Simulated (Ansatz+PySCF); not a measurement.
A calculation with PySCF 2.14.0.

```python
from pyscf import gto, scf, cc

mol = gto.M(atom="""
Be 0.000000 0.000000 0.000000
Cl 1.026430 1.368580 2.963060
""", basis='sto-3g', charge=0, spin=1)
mf = scf.UHF(mol)
mf.kernel()
mycc = cc.CCSD(mf, frozen=5).run()
et = mycc.ccsd_t()
print(mf.e_tot, mycc.e_corr, et, mycc.e_tot + et)
```

The script is written out from the run's settings.

Output:

```json
{
 "Converged": "yes",
 "Reference energy": "-468.89921 hartree",
 "CCSD correlation energy": "-0.04734 hartree",
 "Triples correction": "0.00000 hartree",
 "Total energy": "-468.94655 hartree",
 "Spin squared of the determinant": "1.015"
}
```

Caution: large amplitudes, a single reference is doubtful; the unrestricted determinant is spin contaminated.
